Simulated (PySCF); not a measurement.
Geometry (Å), atoms numbered from 1 in this order:
```xyz
17

C    -1.660   -0.912    0.419
C    -1.111    0.406    0.032
C    -1.632    1.681    0.082
N    -0.724    2.537   -0.425
N     0.311    1.895   -0.782
N     0.121    0.594   -0.523
C     1.143   -0.362   -0.815
C     2.044   -0.630    0.395
F     2.656    0.465    0.839
F     2.995   -1.521    0.082
F     1.363   -1.145    1.430
H    -1.623   -1.608   -0.421
H    -2.695   -0.794    0.727
H    -1.097   -1.341    1.246
H    -2.582    2.016    0.442
H     1.775    0.048   -1.609
H     0.710   -1.317   -1.129
```

PySCF calculation with GFN2-xTB geometry and shieldings: GIAO PBE0/pcSseg-1; averaged over atoms made equivalent by symmetry, fast rotation or ring inversion, no relativistic terms, no solvent, one conformer.

δ = σ(ref) − σ, references computed at the same level: ¹³C (σref 186.93) vs TMS.

Task: Do the ¹³C shifts follow the atomic charges (in e)? Tabulate both.

Result: 
```tsv
atoms	hybridisation	δ (ppm)	σ para (ppm)	Hirshfeld	IAO	Mulliken	ESP-fitted
C2	sp2	140.9	-211	+0.03	+0.05	+0.10	+0.04
C3	sp2	137.6	-206	-0.05	-0.13	-0.02	-0.02
C8	sp3	132.7	-189	+0.26	+0.81	+0.77	+0.74
C7	sp3	52.0	-113	-0.03	-0.21	-0.00	-0.73
C1	sp3	10.7	-70	-0.12	-0.44	-0.13	-0.72
```

Correlation coefficients of δ with charge over these carbons: Hirshfeld +0.58, IAO +0.64, Mulliken +0.51, ESP-fitted +0.82; with the paramagnetic shielding -1.00. With so few points, grouped by hybridisation, these coefficients are fragile. Charge is one influence among several: hybridisation and low-lying excitations act through the paramagnetic term.

Shifts are as computed. Against solution values, carbons near 30 ppm lie about +3 ppm off and those near 130 ppm about +5 ppm. Of 1211 compounds with measured shifts, 218 miss one by over three times the rms of a fit or turn the order of signals round; such compounds aren't used in these exercises.
